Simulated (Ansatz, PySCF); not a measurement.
C₂H₇FO₃Si, SMILES CCO[Si](O)(O)F. Atoms are numbered in the order given.

```xyz
14

C     -2.6846     1.3660     0.9037
C     -1.4621     0.4876     1.0779
O     -0.6972     0.5051    -0.1239
Si     0.7117    -0.2936    -0.3459
O      1.8341     0.2525     0.7164
O      1.2496    -0.1023    -1.8826
F      0.4501    -1.8726    -0.0686
H     -3.3075     1.0005     0.0726
H     -3.2925     1.3682     1.8221
H     -2.3854     2.4013     0.6788
H     -0.8410     0.8506     1.9167
H     -1.7601    -0.5506     1.3134
H      2.7146    -0.1381     0.6866
H      0.6456    -0.3315    -2.5982
```

Geometry optimised at B3LYP-D3(BJ)/def2-SVP. One conformer was computed; it need not be the lowest.

Vertical ionisation energy (IE) and electron affinity (EA) in eV. Rows of orbital energies are one-electron estimates. Where ΔSCF, EOM or ADC give a negative EA the extra electron is unbound and the value depends on the basis.

| level | IE | EA |
|---|---|---|
| −ε(HOMO), −ε(LUMO), CAM-B3LYP/def2-TZVP (PySCF) | ? | ? |
| ΔSCF, CAM-B3LYP/def2-SVPD (Ansatz), final states of multiplicity 2 and 2 | 11.03 | -1.10 |

What belongs in the gaps? (An estimate is asked for; the answer gives what the named calculation found.)


- −ε(HOMO), −ε(LUMO), CAM-B3LYP/def2-TZVP (PySCF), IE: 9.99
- −ε(HOMO), −ε(LUMO), CAM-B3LYP/def2-TZVP (PySCF), EA: -1.27

What vertical singlet–triplet gap does ΔSCF give with CAM-B3LYP/def2-SVPD (Ansatz, a first-principles code)? (An estimate is asked for; the answer gives what the named calculation found.)

7.89 eV (triplet above singlet where positive).
